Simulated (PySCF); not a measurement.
Input of a run (PBE0-D3(BJ)/def2-SVP geometry optimisation, gas phase (PySCF 2.14.0)), started from GFN2-xTB:
```
{"job": {"xc": "PBE0", "basis": "def2-SVP", "d3": "d3bj", "grid": 1, "kind": "geom"}, "charge": 0, "multiplicity": 1}
C      3.548909    -0.685062     0.051479
C      2.225530    -0.781306     0.093357
C      1.380146     0.420075    -0.101544
O      1.883943     1.510075    -0.303189
C     -0.100895     0.272158    -0.046500
C     -0.852982     1.435121    -0.233919
C     -2.232115     1.404462    -0.201600
C     -2.889741     0.205001     0.019697
C     -2.157720    -0.955921     0.206353
C     -0.774991    -0.928183     0.174483
H      4.197393    -1.533665     0.188571
H      4.014100     0.271614    -0.125717
H      1.746947    -1.730607     0.270160
H     -0.322115     2.360070    -0.404600
H     -2.797290     2.312832    -0.348083
H     -3.969037     0.174307     0.046389
H     -2.668916    -1.891759     0.378921
H     -0.239924    -1.852896     0.324088
```

Output (energies in Eh, forces in Eh/bohr):
```
step   0  E = -422.18819115  max force = 0.010896
step   1  E = -422.18988282  max force = 0.001728
step   2  E = -422.18989068  max force = 0.000753
step   3  E = -422.18988779  max force = 0.001154
step   4  E = -422.18989415  max force = 0.000144
optimisation converged
```

Summarise the run.

The energy falls by 0.046 eV over 5 energy and gradient evaluations, the largest force component goes from 0.0109 to 1.4e-04 Eh/bohr, and the atoms move by 0.024 Å rms after alignment. Among the bonds, C1–H11 and C1–H12 change most and about equally (+0.016 Å). Bonds longer at the end by more than 0.005 Å: 16 of 18; shorter: 0. The energy rose by more than 1e-6 Eh at step 3. The first step brought 99 % of the lowering.

What are the final bond lengths?

C1=C2 1.336 Å, C2–C3 1.491 Å, C3=O4 1.216 Å, C3–C5 1.497 Å, C5–C6 1.402 Å, C6–C7 1.389 Å, C7–C8 1.396 Å, C8–C9 1.393 Å, C9–C10 1.393 Å, C5–C10 1.401 Å, C1–H11 1.092 Å, C1–H12 1.094 Å, C2–H13 1.091 Å, C6–H14 1.092 Å, C7–H15 1.093 Å, C8–H16 1.093 Å, C9–H17 1.092 Å, C10–H18 1.091 Å. Numbering counts from 1 in the input's order; the species is `c1cc(ccc1)C(C=C)=O`.

The run used 180 basis functions and 36 SCF cycles in all. Time: 2.0 min wall. Hardware: one thread of an Arm Neoverse N1, no GPU (shared host).

No PBE0-D3(BJ)/def2-SVP frequencies stand behind this structure, so it isn't proved a minimum. One conformer, not necessarily the lowest.

Shape of the structure used: `[CH2:1]=[CH:2][C:3](=[O:4])[c:5]1[cH:6][cH:7][cH:8][cH:9][cH:10]1`: C1–C2–C3–O4 0°, C2–C3–C5–C6 -179°.
